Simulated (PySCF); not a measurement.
Isomers of C3H11NOSi2, one conformer each; single-point electronic energies without zero-point terms and without any empirical dispersion term.

Level: PBE0/pcSseg-1 in PySCF, non-relativistic, each on one gas-phase PBE0-D3(BJ)/def2-SVP geometry that isn't relaxed in the solvent. The solvent is an IEF-PCM continuum (van der Waals radii × 1.2). Specific hydrogen bonds and non-electrostatic terms are outside this model.

```csv
isomer,"relative energy, gas (kcal/mol)",dipole (D)
`NC[Si@H]1CC[SiH2]O1`,0.0,2.08
`N1[SiH2]C[C@H]([SiH2]1)CO`,22.4,1.58
```

Problem. How do the relative energies look in methanol (ε = 32.61)?

Solution. 
```tsv
isomer	relative energy, solvent (kcal/mol)	E(solvent) − E(gas) (kcal/mol)	dipole in solvent (D)
`NC[Si@H]1CC[SiH2]O1`	0.0	-5.8	2.72
`N1[SiH2]C[C@H]([SiH2]1)CO`	22.6	-5.5	2.07
```

The order is unchanged. Conformers: `[NH2:1][CH2:2][Si@H:3]1[CH2:4][CH2:5][SiH2:6][O:7]1` with H–N1–C2–Si3 -66° and 50°, N1–C2–Si3–C4 -163°, C2–Si3–C4–C5 87°, Si3–C4–C5–Si6 34°, C4–C5–Si6–O7 -28°, C5–Si6–O7–Si3 10°; `[OH:1][CH2:2][C@@H:3]1[CH2:4][SiH2:5][NH:6][SiH2:7]1` with H–O1–C2–C3 -173°, O1–C2–C3–C4 173°, C2–C3–C4–Si5 -161°, C3–C4–Si5–N6 29°, C4–Si5–N6–Si7 -10°, Si5–N6–Si7–C3 -8°. `NC[Si@H]1CC[SiH2]O1` gains most from the continuum, and it has the largest gas-phase dipole. The gains span 0.3 kcal/mol, the gas-phase energies 22.4 kcal/mol.
